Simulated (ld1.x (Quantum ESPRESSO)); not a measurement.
## Which change was made? (N, ultrasoft)

```json
{"Element": "nitrogen", "Generator": "ld1.x (Quantum ESPRESSO) 7.5", "Type": "ultrasoft", "Functional": "LDA (PZ)", "Relativity": "scalar-relativistic", "Frozen core": "[He]", "Valence charge": "5", "Reference configuration": "2s1 2p4", "Partial waves": "2s (bound): rcut 0.80, rcutus 0.95 bohr; 2s channel at -0.2 Ry: rcut 0.80, rcutus 0.95 bohr; 2p (bound): rcut 2.00, rcutus 2.20 bohr; 2p channel at 3.95 Ry: rcut 2.00, rcutus 2.20 bohr; 3d channel at 0.1 Ry: rcut 1.85, rcutus 2.25 bohr", "Local potential": "all-electron potential smoothed inside 1.35 bohr (lloc = -1)", "Core correction": "a·sin(br)/r model core inside 0.80 bohr", "Augmentation charge": "PSQ, radius 0.85 bohr"}
```

Cutoffs, loose and tight: the cutoffs (Ry, on a coarse ladder) from which the occupation-weighted sum of valence levels, in a spherical-Bessel basis at the reference potential, stays within 10 and 1 mRy of its value at 400 Ry. They do not see the model core or the augmentation charge, which bear on the density cutoff. Test errors are all-electron minus pseudo excitation energies from the reference, over the configurations 2s2 2p3; 2s2 2p2; 2s2 2p1; 2s1 2p0; 2s2 2p0; 2s2 2p3.3; 2s1 2p3 (two spin-polarised tests are not counted in the largest error); variants that change the core or the reference have their own tests. The largest error is taken over the tests solved by every variant that gives reliable tests at all, those not shown here included: 2s1 2p0; 2s2 2p0; 2s2 2p1; 2s2 2p3.

The base gives: outcome: generated; cutoff, loose: 18 Ry; cutoff, tight: 40 Ry; bound ghosts: none; largest test error (meV): +417.

Q: After one change the result is: outcome: generated; cutoff, loose: 30 Ry; cutoff, tight: 45 Ry; bound ghosts: none; largest test error (meV): +451. Which change was it?
A. waves 2p (bound): rcut 1.44, rcutus 1.52 bohr; 2p channel at 3.95 Ry: rcut 1.44, rcutus 1.52 bohr
B. waves 2p (bound): rcut 2.00, rcutus 2.52 bohr; 2p channel at 3.95 Ry: rcut 2.00, rcutus 2.52 bohr
C. waves 2p (bound): rcut 1.66, rcutus 1.76 bohr; 2p channel at 3.95 Ry: rcut 1.66, rcutus 1.76 bohr

A: A. The others give: waves 2p (bound): rcut 1.66, rcutus 1.76 bohr; 2p channel at 3.95 Ry: rcut 1.66, rcutus 1.76 bohr → outcome: generated; cutoff, loose: 25 Ry; cutoff, tight: 40 Ry; bound ghosts: none; largest test error (meV): +437 | waves 2p (bound): rcut 2.00, rcutus 2.52 bohr; 2p channel at 3.95 Ry: rcut 2.00, rcutus 2.52 bohr → outcome: generated; cutoff, loose: 12 Ry; cutoff, tight: 40 Ry; bound ghosts: none; largest test error (meV): +410.
